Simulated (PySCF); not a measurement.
H$_{18}$CrN$_{6}$, charge +3, quartet, at a GFN2-xTB geometry (such geometries of metal compounds can be far from the true shape). Base run: PySCF with DF-BLYP/6-31G.

Input for PySCF:
```python
from pyscf import gto, scf, dft

mol = gto.Mole()
mol.atom = '''
    Cr    0.00002390    0.00000488    0.00007149
    N     0.98545644   -1.39613642    1.37169159
    H     0.65845198   -1.35809894    2.34249760
    H     1.99745971   -1.24984512    1.44954258
    H     0.89562992   -2.38562451    1.11858054
    N    -1.17365584   -1.65098501   -0.83545438
    H    -1.56127351   -2.28032271   -0.12467580
    H    -0.65678222   -2.27407892   -1.46452910
    H    -1.99256558   -1.36904126   -1.38378904
    N    -1.62613746    0.35469633    1.42538379
    H    -1.70439643   -0.33664704    2.17824326
    H    -2.55717708    0.35307812    0.99551373
    H    -1.58058854    1.25298111    1.91760821
    N     1.56730976   -0.36070058   -1.48821241
    H     1.20840482   -0.49183465   -2.43983233
    H     2.13832453   -1.19550489   -1.32000108
    H     2.25450268    0.39328706   -1.58886951
    N     1.15421331    1.62205543    0.91559654
    H     1.15853135    1.59520209    1.94069163
    H     0.82355837    2.56656896    0.69254025
    H     2.14878067    1.64299887    0.66823663
    N    -0.90726064    1.43105069   -1.38917613
    H    -1.38449116    1.01351437   -2.19458419
    H    -0.23243724    2.07620915   -1.81331837
    H    -1.61398498    2.04717832   -0.97437379
'''
mol.basis = '6-31g'
mol.charge = 3
mol.spin = 3
mol.verbose = 4
mol.build()

mf = dft.UKS(mol)
mf.xc = 'blyp'
mf = mf.density_fit(auxbasis='def2-universal-jkfit')
mf.kernel()
mf.analyze()
```

Each row names what was changed in the base input (with any setting that the change needs).

```csv
change,E (Eh),HOMO (eV),<S^2>,core-seconds (rough),outcome
base,-1382.68479,-18.48,3.777,100,converged
functional = mn12l,-1382.11936,-19.83,3.785,100,converged
functional = pw6b95,-1383.78586,-22.11,3.784,90,converged
functional = m06l,-1382.74826,-19.49,3.796,100,converged
functional = lc_wpbe,-1382.41676,-24.73,3.778,90,converged
functional = wb97x,-1382.70839,-24.48,3.776,60,converged
functional = hf,-1379.49590,-26.40,3.774,6,converged
functional = x3lyp,-1382.58570,-21.38,3.779,60,converged
"functional = pw91,pw91",-,-,-,-,cut at the time limit
```

Totals shift with the method and basis; they matter in differences.

Open shells are given as the SCF converged; they aren't shown to be the lowest states, and a large step between rows can be another state.
